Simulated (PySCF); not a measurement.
PySCF 2.14 output of a UHF calculation on a single atom or ion in cc-pwCVTZ-X2C with one added diffuse shell of g type (12s11p9d7f5g1h, 195 functions), with scalar relativity by spin-free X2C-1e:

```
SCF conv_tol = 1e-09
number electrons alpha = 35  beta = 33
cycle= 1 E= -13561.9650807112  delta_E= -0.00725  |g|= 0.0357  |ddm|= 0.041
cycle= 2 E= -13561.965156933  delta_E= -7.62e-05  |g|= 0.00447  |ddm|= 0.00726
cycle= 3 E= -13561.9651601953  delta_E= -3.26e-06  |g|= 0.004  |ddm|= 0.00332
cycle= 4 E= -13561.9651615628  delta_E= -1.37e-06  |g|= 0.00172  |ddm|= 0.00125
cycle= 5 E= -13561.9651622657  delta_E= -7.03e-07  |g|= 0.000336  |ddm|= 0.00153
cycle= 6 E= -13561.965162543  delta_E= -2.77e-07  |g|= 0.000116  |ddm|= 0.00164
cycle= 7 E= -13561.9651625815  delta_E= -3.85e-08  |g|= 5.42e-05  |ddm|= 0.000531
cycle= 8 E= -13561.9651625951  delta_E= -1.36e-08  |g|= 2e-05  |ddm|= 0.00038
cycle= 9 E= -13561.9651625977  delta_E= -2.54e-09  |g|= 3.89e-06  |ddm|= 0.000212
cycle= 10 E= -13561.9651625977  delta_E= -6.18e-11  |g|= 5.7e-07  |ddm|= 3.75e-05
converged SCF energy = -13561.9651625977  <S^2> = 2.001091  2S+1 = 3.0007272
```

The run itself started from symmetry-adapted Hartree-Fock orbitals and held the occupation by maximum overlap, so the iterations belong to that start.

Question: Which element, charge and spin multiplicity is this?

Answer: Tm⁺ (thulium, charge +1), multiplicity 3; the state was [Xe] 4f13 6s1, high-spin 3F determinant.

Spin-orbit coupling, absent here, splits the open shell strongly.
